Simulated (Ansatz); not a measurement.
CH$_{4}$B$_{2}$Te. Total charge 0; spin multiplicity 1. Te: def2 effective core potential. Geometry: relaxed with PBE0-D4/def2-TZVP.

```xyz
8

B     0.523    0.534   -0.186
B    -0.390    0.940    1.112
Te   -1.705   -0.351   -0.037
C     0.355   -0.975   -0.540
H     0.824    1.323   -1.039
H    -0.668    1.595    2.059
H     0.566   -1.745    0.194
H     0.495   -1.320   -1.563
```

Problem. What is the dipole moment at r2SCAN/def2-TZVPP? (Best estimate.)

Solution. Ansatz gave: 1.22 D, with components (-0.52, -1.10, 0.04) D in this frame, pointing from negative to positive charge.

Problem. And with PBE, B3LYP, ωB97M-V? (Estimate.)

Solution. Computed: PBE 1.38 D, B3LYP 1.17 D, ωB97M-V 1.10 D.

Problem. Give the Mulliken charges with r2SCAN, B3LYP, PBE in def2-TZVPP. (An estimate is asked.)

Solution. Computed: 
| atom | r2SCAN | B3LYP | PBE |
| --- | --- | --- | --- |
| B1 | -0.07 | -0.09 | -0.10 |
| B2 | -0.18 | -0.17 | -0.19 |
| Te3 | 0.18 | 0.18 | 0.20 |
| C4 | -0.21 | -0.30 | -0.25 |
| H5 | -0.01 | 0.01 | 0.00 |
| H6 | 0.05 | 0.08 | 0.06 |
| H7 | 0.15 | 0.17 | 0.17 |
| H8 | 0.10 | 0.12 | 0.12 |

B3LYP here is the variant with VWN-RPA as its local correlation; programs differ in this.
